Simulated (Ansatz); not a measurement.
Ga₆Sb₆H₁₈, a cluster cut from wurtzite GaSb (hydrogen-capped). The state is a singlet with charge 0. Geometry PBE-D4/def2-SVP.

```xyz
30

Sb    1.817   -0.035    2.497
Ga   -0.588   -1.275    2.596
Ga   -1.128    2.923    1.698
Sb   -2.271    0.477    1.555
Sb   -0.117   -3.029    0.589
Ga   -3.449   -0.671   -0.591
Ga    2.630    1.306    0.290
Sb    0.514    2.710   -0.441
Sb    2.636   -0.822   -1.384
Ga    0.369   -2.194   -1.940
Ga   -0.144    1.978   -2.959
Sb   -1.443   -0.318   -2.370
H     1.968    0.992    3.858
H     3.042   -1.153    2.956
H    -0.788   -2.022    3.971
H    -0.189    2.897    2.976
H    -2.219    4.022    1.403
H    -3.459    0.452    2.799
H     1.136   -4.106    1.071
H    -1.374   -4.191    0.559
H    -3.497   -2.227   -0.286
H    -4.687    0.200   -1.030
H     4.085    1.886    0.479
H     1.273    4.246   -0.592
H     3.849   -1.931   -0.873
H     3.387   -0.370   -2.854
H     0.661   -3.412   -2.898
H    -1.172    3.018   -3.548
H     1.213    1.549   -3.661
H    -2.053   -0.899   -3.870
```

In the def2 sets Sb takes a core potential; there is no spin–orbit coupling. Single mean-field runs in def2-SVP, def2-TZVP are fitted with def2-universal-jkfit.

(1) Estimate the orbital energies around the gap (eV) in Ansatz with PBE-D4/def2-SVP, PBE-D4/def2-TZVP, B97M-V/def2-TZVP, PBE0-D4/def2-TZVP, r2SCAN0-D4/def2-TZVP.

## Answers

(1) 
| orbital | PBE-D4/def2-SVP | PBE-D4/def2-TZVP | B97M-V/def2-TZVP | PBE0-D4/def2-TZVP | r2SCAN0-D4/def2-TZVP |
| --- | --- | --- | --- | --- | --- |
| HOMO−5 | -6.31 | -6.35 | -6.70 | -7.29 | -7.46 |
| HOMO−4 | -6.31 | -6.35 | -6.66 | -7.26 | -7.42 |
| HOMO−3 | -6.28 | -6.33 | -6.66 | -7.26 | -7.42 |
| HOMO−2 | -6.02 | -6.05 | -6.38 | -6.95 | -7.11 |
| HOMO−1 | -5.99 | -6.04 | -6.38 | -6.95 | -7.11 |
| HOMO | -5.99 | -6.04 | -6.34 | -6.91 | -7.06 |
| LUMO | -2.60 | -2.67 | -2.75 | -2.00 | -1.96 |
| LUMO+1 | -2.20 | -2.32 | -2.48 | -1.66 | -1.62 |
| LUMO+2 | -2.09 | -2.19 | -2.04 | -1.43 | -1.35 |
| LUMO+3 | -2.05 | -2.15 | -2.04 | -1.43 | -1.35 |
| LUMO+4 | -2.05 | -2.15 | -2.03 | -1.39 | -1.29 |
| LUMO+5 | -1.66 | -1.75 | -1.63 | -1.01 | -0.92 |
